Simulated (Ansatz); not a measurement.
`B[SiH](B)O` + `NBCF` → `B[SiH](O)F` + `BCBN`  (redistribution)

Calculated with Ansatz (gas phase, PBE0-D4/def2-TZVP geometries, no zero-point term in ΔE). CCSD(T)/CBS adds triple-zeta CCSD(T) − MP2 to the extrapolated MP2 energy (def2 sets, frozen cores). Functionals use def2-TZVPP. B3LYP here is the variant with VWN-RPA as its local correlation; programs differ in this. Each species was taken in one conformer, which may not be the lowest.

```json
{"level": "B3LYP-D4", "ΔE (kcal/mol)": "-63.8"}
{"level": "BLYP", "ΔE (kcal/mol)": "-61.7"}
{"level": "HF/CBS(def2)", "ΔE (kcal/mol)": "-67.4"}
{"level": "CCSD/CBS(def2)", "ΔE (kcal/mol)": "-67.1"}
```

(1) What does CCSD(T)/CBS give? (Best estimate.)

(2) What do rigid-rotor, harmonic-oscillator terms from PBE0-D4/def2-TZVP frequencies (298.15 K, 1 bar) make of the CCSD(T)/CBS value? (Estimate.)

Largest T1 diagnostic among the species: 0.014.

## Answers

(1) Ansatz gave: -67.0 kcal/mol. The listed levels differ from it by 3.2, 5.3, -0.4, -0.1 kcal/mol.

(2) Computed: ΔZPE = +0.8 kcal/mol, ΔH = -66.3 kcal/mol, ΔS = 5 J/(mol·K), ΔG = -66.6 kcal/mol. Modes under 50 cm⁻¹ make the entropy rough.

From BLYP to BHLYP (50 % exact exchange), in def2-TZVPP and without D4, ΔE moves by −4.4 kcal/mol. Leaving LDA and LC-ωPBE aside and taking each functional with its dispersion term where it has one, the values, not all of them listed here, spread over 6.6 kcal/mol, from PBE-QIDH to revPBE-D4. LDA lies −1.3 kcal/mol from PBE without D4. At CCSD(T), def2-SVP lies +4.3 kcal/mol from the extrapolated value and def2-TZVPP +0.7 kcal/mol.
